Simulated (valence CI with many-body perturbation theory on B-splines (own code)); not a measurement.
## Ru29+: electric-dipole lines

Computed by configuration interaction combined with many-body perturbation theory (CI+MBPT): five valence electrons over a frozen Dirac-Fock core [Ne], radial functions for each j: 9 s, 9 p, 8 d, 6 f, 3 g, 1 h, with the one-electron correlation potential Σ1 (screened to all orders), the two-electron term Σ2, the three-electron term Σ3, Breit, model QED; selected single and double excitations, second order for the rest (own B-spline code, finite nucleus).

No measured spectrum was set against this ion. As an estimate, large intervals hold to a few tenths of a per cent, small ones and those within an open d or f shell to about a per cent. Among the levels kept, up to 600 cm⁻¹ of a level comes from second order outside the variational space, and about a tenth of that is noise between levels of different J, which matters for small intervals.

Lines 1 to 50 of 196 in falling wavelength, among levels below 1821300 cm⁻¹, chosen from the strongest by gf and those to the six lowest levels. Wavelengths and rates use the calculated energies. Electric multipoles are in the length gauge, E1 and E2 with the static RPA response of the core. Weak lines are less certain than strong ones. Lines between different terms over intervals too small for the method are left out, as are lines whose strength nearly cancels. Where a level lies close to another of its J and parity, the split of strength between their lines is uncertain. The highest levels of a list are the least certain.

Levels are named by their leading jj configuration (3d3/2^4 stands for four electrons in 3d with j = 3/2), which in mixed levels can hold well under half, so a name can repeat and another be missing. Letters in brackets count levels of one name in rising energy.

```tsv
λ vac (nm)	Upper	Lower	A (s⁻¹)	S (a.u.)
33.59	(3s 3p1/2^2 3p3/2^2) J=5/2	(3s^2 3p3/2^3) J=3/2	3.30e+06	3.70e-04
26.47	(3s 3p1/2^2 3p3/2 3d3/2) J=3/2	(3s^2 3p1/2 3p3/2 3d3/2) J=1/2 [b]	7.14e+07	2.61e-03
26.46	(3s^2 3p1/2^2 3d3/2) J=3/2 [a]	(3s^2 3p3/2^3) J=3/2	6.58e+07	2.41e-03
26.29	(3s 3p1/2^2 3p3/2 3d5/2) J=5/2	(3s^2 3p3/2^2 3d5/2) J=7/2	4.85e+07	2.61e-03
25.02	(3s 3p1/2^2 3p3/2 3d3/2) J=5/2	(3s^2 3p1/2 3p3/2 3d3/2) J=3/2 [b]	1.48e+08	6.87e-03
24.88	(3s 3p1/2^2 3p3/2 3d3/2) J=7/2	(3s^2 3p1/2 3p3/2 3d3/2) J=5/2 [b]	2.35e+08	1.43e-02
23.71	(3s 3p1/2^2 3p3/2^2) J=1/2	(3s^2 3p3/2^3) J=3/2	9.41e+07	1.24e-03
22.81	(3p1/2^2 3p3/2^3) J=3/2	(3s^2 3p1/2 3p3/2 3d5/2) J=3/2 [b]	2.97e+08	6.97e-03
21.58	(3s^2 3p1/2^2 3d3/2) J=3/2 [b]	(3s^2 3p3/2^3) J=3/2	1.44e+08	2.85e-03
21.44	(3s 3p1/2^2 3p3/2 3d3/2) J=7/2	(3s^2 3p1/2 3p3/2 3d5/2) J=5/2 [a]	2.21e+08	8.59e-03
21.36	(3s 3p1/2^2 3p3/2 3d5/2) J=5/2	(3s^2 3p1/2 3p3/2 3d5/2) J=3/2 [b]	1.04e+08	3.01e-03
20.78	(3s 3p1/2^2 3p3/2 3d3/2) J=3/2	(3s^2 3p1/2 3p3/2 3d5/2) J=3/2 [a]	1.26e+08	2.24e-03
20.76	(3p1/2^2 3p3/2^3) J=3/2	(3s^2 3p1/2 3p3/2 3d3/2) J=3/2 [b]	7.66e+08	1.35e-02
20.11	(3s 3p1/2^2 3p3/2 3d3/2) J=1/2	(3s 3p1/2 3p3/2^3) J=1/2	3.18e+08	2.56e-03
19.84	(3s 3p1/2^2 3p3/2 3d5/2) J=5/2	(3s^2 3p1/2 3p3/2 3d3/2) J=5/2 [b]	7.66e+07	1.77e-03
19.55	(3s 3p1/2^2 3p3/2 3d5/2) J=5/2	(3s^2 3p1/2 3p3/2 3d3/2) J=3/2 [b]	2.32e+08	5.13e-03
19.19	(3s^2 3p1/2^2 3d5/2) J=5/2	(3s^2 3p3/2^3) J=3/2	1.82e+07	3.82e-04
19.06	(3s 3p1/2^2 3p3/2 3d5/2) J=9/2	(3s^2 3p1/2 3p3/2 3d5/2) J=9/2	8.87e+08	3.03e-02
18.57	(3p1/2^2 3p3/2^3) J=3/2	(3s^2 3p1/2 3p3/2 3d5/2) J=5/2 [a]	2.31e+08	2.92e-03
18.49	(3s 3p1/2^2 3p3/2 3d3/2) J=5/2	(3s^2 3p1/2 3p3/2 3d3/2) J=7/2	2.42e+08	4.54e-03
18.37	(3s 3p1/2^2 3p3/2 3d5/2) J=3/2	(3s^2 3p1/2 3p3/2 3d5/2) J=5/2 [a]	2.96e+08	3.63e-03
18.24	(3s 3p1/2 3p3/2^3) J=3/2	(3s^2 3p3/2^3) J=3/2	2.30e+06	2.76e-05
18.16	(3s 3p1/2^2 3p3/2 3d3/2) J=7/2	(3s^2 3p1/2 3p3/2 3d3/2) J=7/2	1.06e+09	2.51e-02
17.88	(3s 3p1/2^2 3p3/2^2) J=5/2	(3s^2 3p1/2 3p3/2^2) J=5/2	1.12e+09	1.89e-02
17.81	(3p1/2^2 3p3/2^3) J=3/2	(3s^2 3p1/2 3p3/2 3d5/2) J=3/2 [a]	6.03e+08	6.73e-03
17.63	(3s 3p1/2^2 3p3/2 3d5/2) J=3/2	(3s^2 3p1/2 3p3/2 3d5/2) J=3/2 [a]	3.60e+08	3.89e-03
17.60	(3s 3p1/2^2 3p3/2 3d5/2) J=5/2	(3s^2 3p1/2 3p3/2 3d5/2) J=5/2 [a]	6.92e+08	1.12e-02
17.57	(3s 3p1/2^2 3p3/2 3d5/2) J=9/2	(3s^2 3p1/2 3p3/2 3d5/2) J=7/2 [a]	1.56e+09	4.18e-02
17.52	(3s 3p1/2^2 3p3/2 3d3/2) J=5/2	(3s^2 3p1/2 3p3/2 3d3/2) J=5/2 [a]	8.42e+08	1.34e-02
17.46	(3s 3p1/2^2 3p3/2 3d3/2) J=3/2	(3s^2 3p1/2 3p3/2 3d3/2) J=5/2 [a]	5.24e+08	5.50e-03
17.29	(3s^2 3p1/2^2 3d3/2) J=3/2 [a]	(3s^2 3p1/2 3p3/2^2) J=1/2	6.63e+06	6.77e-05
17.29	(3p1/2^2 3p3/2^3) J=3/2	(3s 3p1/2 3p3/2^3) J=1/2	6.56e+08	6.69e-03
17.22	(3s 3p1/2^2 3p3/2 3d3/2) J=7/2	(3s^2 3p1/2 3p3/2 3d3/2) J=5/2 [a]	2.22e+08	4.47e-03
17.11	(3s 3p1/2^2 3p3/2 3d5/2) J=3/2	(3s 3p1/2 3p3/2^3) J=1/2	1.88e+08	1.86e-03
17.09	(3s 3p1/2^2 3p3/2 3d3/2) J=1/2	(3s^2 3p1/2 3p3/2 3d3/2) J=1/2 [a]	9.68e+08	4.77e-03
17.06	(3s 3p1/2^2 3p3/2 3d3/2) J=3/2	(3s^2 3p1/2 3p3/2 3d3/2) J=1/2 [a]	3.72e+08	3.65e-03
17.03	(3s 3p1/2^2 3p3/2 3d5/2) J=9/2	(3s^2 3p1/2 3p3/2 3d3/2) J=7/2	2.46e+08	6.00e-03
17.02	(3s 3p1/2 3p3/2^3) J=5/2	(3s^2 3p3/2^3) J=3/2	1.66e+09	2.43e-02
16.91	(3s 3p1/2^2 3p3/2 3d5/2) J=5/2	(3s^2 3p1/2 3p3/2 3d5/2) J=3/2 [a]	2.78e+08	3.98e-03
16.85	(3s 3p1/2^2 3p3/2 3d3/2) J=5/2	(3s^2 3p1/2 3p3/2 3d3/2) J=3/2 [a]	2.90e+08	4.10e-03
16.83	(3s 3p1/2^2 3p3/2 3d3/2) J=1/2	(3s^2 3p1/2 3p3/2 3d3/2) J=3/2 [a]	4.58e+08	2.15e-03
16.79	(3s 3p1/2^2 3p3/2 3d3/2) J=3/2	(3s^2 3p1/2 3p3/2 3d3/2) J=3/2 [a]	9.68e+08	9.05e-03
16.60	(3s^2 3p1/2 3p3/2 3d3/2) J=3/2 [a]	(3s^2 3p3/2^3) J=3/2	4.23e+08	3.82e-03
16.46	(3s 3p1/2^2 3p3/2^2) J=5/2	(3s^2 3p1/2 3p3/2^2) J=3/2	2.43e+09	3.21e-02
16.44	(3s 3p1/2^2 3p3/2 3d3/2) J=5/2	(3s 3p1/2 3p3/2^3) J=5/2	1.63e+08	2.15e-03
16.36	(3s^2 3p1/2 3p3/2 3d3/2) J=1/2 [a]	(3s^2 3p3/2^3) J=3/2	3.33e+08	1.44e-03
16.07	(3s 3p1/2^2 3p3/2^2) J=1/2	(3s^2 3p1/2 3p3/2^2) J=1/2	3.48e+09	1.42e-02
16.00	(3s^2 3p1/2 3p3/2 3d3/2) J=5/2 [a]	(3s^2 3p3/2^3) J=3/2	2.95e+08	3.58e-03
15.64	(3s^2 3p1/2^2 3d3/2) J=3/2 [a]	(3s^2 3p1/2 3p3/2^2) J=5/2	2.00e+09	1.51e-02
15.18	(3s 3p1/2^2 3p3/2 3d5/2) J=3/2	(3s^2 3p1/2 3p3/2 3d3/2) J=5/2 [a]	2.42e+09	1.67e-02
```
